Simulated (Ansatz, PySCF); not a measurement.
This triplet is an excited state, 0.30 eV above the relaxed singlet at the level frozen-core CCSD(T)/cc-pVTZ // PBE0-D3(BJ)/def2-SVP (Ansatz, a quantum-chemistry and plane-wave program).

Z-matrix (Å, degrees):
```
Si
C 1 1.8880
H 2 1.1011 1 111.27
H 2 1.1017 3 107.60 1 -121.60
H 2 1.1023 3 108.77 4 -117.48
B 1 1.9373 2 124.19 3 126.83
H 6 1.2062 1 121.23 2 179.59
H 6 1.2124 7 121.37 1 179.96
```
Charge 0, spin multiplicity 3.

### Question
Estimate the total energy, dipole moment and highest occupied spin orbital that ωB97X-D3(BJ)/def2-TZVP // PBE0-D3(BJ)/def2-SVP in PySCF 2.14.0 returns for this input.

### Answer

The total energy is -355.4464 Ha and the dipole moment is 1.92 D. The highest occupied spin orbital is -8.10 eV.
